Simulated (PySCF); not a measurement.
[InBrH3]- (charge -1).
Bonds: In1–Br2. Hydrogens: H3, H4, H5 on In1.

A GFN2-xTB structure was refined with PySCF, PBE0-D3(BJ)/def2-SVP geometry optimisation, gas phase, def2 core potentials past Kr. Its GFN2-xTB values:

```json
{"coordinate": "In1–Br2", "GFN2-xTB": "2.460 Å"}
{"coordinate": "In1–H3", "GFN2-xTB": "1.592 Å"}
{"coordinate": "Br2–In1–H3", "GFN2-xTB": "110.6°"}
{"coordinate": "H3–In1–H4", "GFN2-xTB": "106.9°"}
```

Question: How do these coordinates change at the PBE0-D3(BJ)/def2-SVP level?

Answer: 
| coordinate | PBE0-D3(BJ)/def2-SVP (Å or °) | change |
| --- | --- | --- |
| In1–Br2 | 2.667 | +0.207 |
| In1–H3 | 1.773 | +0.181 |
| H3–In1–H4 | 113.4 | +6.5 |
| Br2–In1–H3 | 105.0 | -5.6 |

The energy falls by 0.453 eV over 5 energy and gradient evaluations, the largest force component goes from 0.0505 to 2.5e-04 Eh/bohr, and the atoms move by 0.125 Å rms after alignment. The bond that changes most is In1–Br2 (ends: indium bonded to Br and 3 H; bromine bonded to In), which lengthens by 0.207 Å. Bonds longer at the end by more than 0.005 Å: 4 of 4; shorter: 0. Rotational constants go from 65154, 1721, 1718 to 56983, 1468, 1468 MHz.

The run used 73 basis functions and 30 SCF cycles in all. Time: 11 s wall; peak memory 0.29 GiB. Hardware: Arm Neoverse V2, one thread, shared host with 96 logical CPUs at a one-minute load of 54.

No frequency check. The geometry's basis has no diffuse functions, a weakness for an anion.
